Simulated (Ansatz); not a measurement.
Cartesian coordinates (Å):
```xyz
11

Ti    -0.0203     0.0518     0.0707
F     -0.0813    -1.1713    -1.2132
N      0.2951    -0.7301     1.7495
H     -0.1254    -1.6137     2.0381
H      1.0025    -0.4493     2.4250
N     -1.6347     1.0055     0.1864
H     -2.1800     1.1724     1.0292
H     -2.1710     1.2908    -0.6332
N      1.3503     1.2995    -0.2361
H      2.2643     1.0400    -0.6078
H      1.2611     2.3131    -0.2202
```
Charge 0, spin multiplicity 1.

Calculation: frozen-core CCSD(T)/def2-TZVPP // r2SCAN-D4/def2-SVP (Ansatz, an electronic-structure program).

| Property | Result |
|---|---|
| HF energy | -1114.96340 Ha |
| MP2 correlation energy | -1.34361 Ha |

**Question.** Estimate the CCSD correlation energy, the (T) correction, the total energy and the T1 diagnostic.

**Answer.** 
The CCSD correlation energy comes out as -1.35722 Ha. The (T) correction is -0.06599 Ha, the CCSD(T) total energy is -1116.38662 Ha and the T1 diagnostic is 0.024.
